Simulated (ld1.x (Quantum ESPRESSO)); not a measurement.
# What the settings do to the RRKJ potential of Se

Base potential:

selenium, norm-conserving RRKJ (Kleinman–Bylander form), made with ld1.x (Quantum ESPRESSO) 7.5 (PBE, fully relativistic). Core [Ar] 3d10, reference 4s2 4p4. Waves: 4s (bound): rc 1.40 bohr; 4p (bound): rc 1.60 bohr; 4d channel at -0.1 Ry: rc 1.50 bohr. Local part: the d channel. Core correction: Bessel-smoothed model core inside 0.75 bohr. rho0 = 0.01.

Open shells are filled in proportion to 2j + 1 (rel_dist='average').

Cutoffs, loose and tight: the cutoffs (Ry, on a coarse ladder) from which the occupation-weighted sum of valence levels, in a spherical-Bessel basis at the reference potential, stays within 10 and 1 mRy of its value at 400 Ry. They do not see the model core or the augmentation charge, which bear on the density cutoff. Test errors are all-electron minus pseudo excitation energies from the reference, over the configurations 4s2 4p3; 4s2 4p2; 4s2 4p1; 4s1 4p5; 4s0 4p6; 4s1 4p4; 4s2 4p0. A dash means not determined; rows that change the core or the reference have their own tests. The largest error is taken over the tests solved by every variant that gives reliable tests at all: 4s0 4p6; 4s1 4p4; 4s1 4p5; 4s2 4p2; 4s2 4p3.

A true bound ghost makes a file unfit for plane-wave use even where its test errors are small: the radial tests pick states by their node count and pass the ghost by. Where a test does run into it, the solver fails or the error is huge.

```csv
change,outcome,"cutoff, loose","cutoff, tight",bound ghosts,largest test error (meV)
base,generated,35 Ry,70 Ry,"s, p3/2, p1/2",-35
core correction Bessel-smoothed model core inside 0.58 bohr,generated,35 Ry,70 Ry,"s, p3/2, p1/2",-35
core correction Bessel-smoothed model core inside 0.74 bohr,generated,35 Ry,70 Ry,"s, p3/2, p1/2",-35
core correction Bessel-smoothed model core inside 0.86 bohr,generated,35 Ry,70 Ry,"s, p3/2, p1/2",-35
core correction Bessel-smoothed model core inside 1.00 bohr,generated,35 Ry,70 Ry,"s, p3/2, p1/2",-35
core correction Bessel-smoothed model core inside 1.24 bohr,generated,35 Ry,70 Ry,"s, p3/2, p1/2",-33
core correction Bessel-smoothed model core inside 1.38 bohr,generated,35 Ry,70 Ry,"s, p3/2, p1/2",-32
core correction Bessel-smoothed model core inside 1.52 bohr,generated,35 Ry,70 Ry,"s, p3/2, p1/2",-31
core correction Bessel-smoothed model core inside 1.64 bohr,generated,35 Ry,70 Ry,"s, p3/2, p1/2",-30
```

Question: What comes out with this change to the base: core correction none?

Answer: outcome: generated; cutoff, loose: 35 Ry; cutoff, tight: 70 Ry; bound ghosts: s, p3/2, p1/2; largest test error (meV): +6.7.
